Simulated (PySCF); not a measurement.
CH4AlFOS, SMILES C[S][Al]([F])[OH]. Atoms are numbered in the order given.

```xyz
9

Al     0.0134     0.8059     0.0000
F     -0.9498     2.1612     0.0000
O      1.7049     0.9265     0.0000
H      2.2260     1.7338     0.0000
S     -0.8844    -1.1584     0.0000
C      0.6426    -2.2088     0.0000
H      1.5547    -1.5991     0.0000
H      0.6247    -2.8433     0.8962
H      0.6247    -2.8433    -0.8962
```

Geometry: B3LYP-D3(BJ)/def2-SVP. The structure was generated by enumeration; whether it is a known compound was not checked. One conformer was computed; it need not be the lowest.

Two levels are set side by side: PBE/pcSseg-1 (PySCF) and HF/pcSseg-1 (PySCF). GIAO shifts against CFCl3 (¹⁹F), H2O (¹⁷O), H2S (³³S), TMS (¹H), TMS (¹³C) at the same level; non-relativistic, no solvent, atoms listed together averaged. Differences are taken from unrounded values.

| quantity | HF |
|---|---|
| δ(¹⁹F) of F2 (ppm) | -143.6 |
| δ(¹⁷O) of O3 (ppm) | 2.4 |
| δ(¹H) of H4 (ppm) | 2.31 |
| δ(³³S) of S5 (ppm) | -78.6 |
| δ(¹³C) of C6 (ppm) | 12.3 |

Problem. What does PBE give, and how far is it from HF? (An estimate is asked for; the answer gives what the named calculation found.)

Solution. 
| quantity | PBE | PBE minus HF |
|---|---|---|
| δ(¹⁹F) of F2 (ppm) | -188.9 | -45.2 |
| δ(¹⁷O) of O3 (ppm) | 26.4 | 24.0 |
| δ(¹H) of H4 (ppm) | 1.87 | -0.44 |
| δ(³³S) of S5 (ppm) | -5.0 | 73.6 |
| δ(¹³C) of C6 (ppm) | 15.3 | 3.0 |

Rough cost on one machine, each run with all the roots and properties that it gave: HF against PBE within a factor of 2.
